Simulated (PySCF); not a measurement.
# Electron correlation in Pb²⁺ (lead, charge +2)

[Xe] 4f14 5d10 6s1 7s1, high-spin 3S determinant (an excited configuration). All numbers are calculated (PySCF 2.14, scalar relativity through the core potential, in aug-cc-pwCVDZ-PP with ECP60MDF). Frozen: 5s2 5p6 5d10; 2 electrons correlated.

With two correlated electrons CCSD is exact within the correlated space (frozen core and kept virtual orbitals).

```tsv
level	correlation energy (mhartree)
CCSD	-5.56
```

Diagnostics: T1 = 0.0051, D1 = 0.0102, largest double amplitude 0.043.

The outer electron is Rydberg-like, and this basis confines it to a smaller radius and binds it less than a complete one would.

Cost of the coupled-cluster step: of the order of 0.4 core-seconds, for 2 correlated electrons.
